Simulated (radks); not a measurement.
Q: Species: Pm IV. Configuration: [Xe] 4f3 6f1 (not the ground configuration). Calculated with a radial shooting solver on a logarithmic mesh with Libxc functionals: Dirac Kohn-Sham, PBE, spin-unpolarised, spherical densities, point nucleus; open shells are shared between the two j in proportion to 2j + 1. Some entries of the table are withheld. Estimate them.

orbital,occ.,eigenvalue (hartree),r(max) (bohr),<r> (bohr)
1s1/2,2,-1654.724,0.01479,0.02318
2s1/2,2,-270.3794,0.08395,0.09846
2p1/2,2,-256.1072,0.06371,0.08245
2p3/2,4,-235.5225,0.06925,0.08897
3s1/2,2,-60.39069,0.2388,0.2601
3p1/2,2,-54.27766,0.2258,0.2498
3p3/2,4,-50.13960,0.2377,0.2624
3d3/2,4,-39.52287,0.1899,(1)
3d5/2,6,-38.62675,0.1933,(2)
4s1/2,2,-13.40651,0.5515,0.5906
4p1/2,2,-11.07530,0.5579,0.6051
4p3/2,4,-10.16081,0.5829,0.6329
4d3/2,4,-6.32106,0.5953,(3)
4d5/2,6,-6.15647,0.6033,(4)
5s1/2,2,-2.95426,1.256,1.371
5p1/2,2,-2.27794,(5),1.505
5p3/2,4,-2.12978,(6),1.574
4f5/2,1.28571,-1.70894,0.6126,0.8696
4f7/2,1.71429,-1.68749,0.6168,0.8770
6f5/2,0.428571,-0.30054,(7),(8)
6f7/2,0.571429,-0.30002,(9),(10)

A: 
(1) 3d3/2 <r> (bohr): 0.2340
(2) 3d5/2 <r> (bohr): 0.2379
(3) 4d3/2 <r> (bohr): 0.6743
(4) 4d5/2 <r> (bohr): 0.6840
(5) 5p1/2 r(max) (bohr): 1.356
(6) 5p3/2 r(max) (bohr): 1.419
(7) 6f5/2 r(max) (bohr): 7.674
(8) 6f5/2 <r> (bohr): 7.322
(9) 6f7/2 r(max) (bohr): 7.689
(10) 6f7/2 <r> (bohr): 7.330
